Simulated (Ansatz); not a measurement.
A nudged elastic band was laid between two geometries of BClH3OP (7 atoms, charge 0, multiplicity 1).

These are results of RKS PBE/def2-mTZVP (Ansatz 0.2.0), not measurements.

```json
{
 "movable images": "9",
 "climbing image": "yes",
 "spring": "5.0 eV/Å²",
 "optimiser": "quadratic models (default)",
 "start path": "IDPP",
 "force threshold": "0.05 eV/Å",
 "iteration limit": "60",
 "end points": "relaxed"
}
```

First end point:

```xyz
7
Properties=species:S:1:pos:R:3
O -0.589 1.381 -0.328
B -0.337 0.046 -0.337
P 0.281 -0.835 1.264
Cl -0.753 -0.925 -1.790
H -0.996 1.701 -1.158
H 1.178 0.202 1.680
H 1.277 -1.639 0.624
```

Last end point:

```xyz
7
Properties=species:S:1:pos:R:3
O -0.838 1.276 -0.167
B -0.203 0.103 -0.425
P 1.408 -0.361 0.529
Cl -0.769 -0.934 -1.779
H -1.579 1.458 -0.778
H 0.981 0.118 1.809
H 1.062 -1.728 0.765
```

Question: Which bonds break or form, and what moves?

Answer: No bond is made or broken. The height of P3 over the plane of its neighbours goes from -0.80 to 0.80 Å. The two ends are copies of one structure, up to a mirror image or an exchange of like atoms. The height can change sign by an inversion or by a turn that exchanges like atoms.

Question: Give the energies along the band, and the barrier.

Answer: It converged. The highest image is number 5 of 0 to 10, 0.71 eV above the ends, which have the same energy within 2 meV. A vibrational analysis at the climbing image gives one clearly imaginary mode, 618i cm⁻¹: a first-order saddle point.

```tsv
image	path coordinate (Å)	energy (eV)	height of P3 over the plane of its neighbours (Å)
0	0.00	0.00	-0.80
1	0.20	0.02	-0.74
2	0.41	0.11	-0.63
3	0.61	0.32	-0.45
4	0.82	0.58	-0.23
5	1.02	0.71	0.00
6	1.22	0.58	0.23
7	1.43	0.32	0.45
8	1.63	0.11	0.63
9	1.84	0.02	0.74
10	2.04	0.00	0.80
```

Question: What is the geometry of the highest image?

Answer: 
```xyz
7
Properties=species:S:1:pos:R:3
O -0.859 1.376 -0.280
B -0.356 0.114 -0.414
P 0.866 -0.543 0.798
Cl -0.853 -0.960 -1.765
H -1.496 1.603 -0.984
H 1.352 0.175 1.905
H 1.407 -1.833 0.695
```

Question: What are the harmonic wavenumbers there?

Answer: 618i, 193, 311, 324, 453, 474, 502, 595, 830, 1010, 1107, 1314, 2482, 2531, 3702 cm⁻¹.

Run time: 92 s on 2 threads of Intel(R) Xeon(R) CPU @ 2.80GHz (Skylake/Cascade Lake) (shared host), peak memory 0.15 GiB.
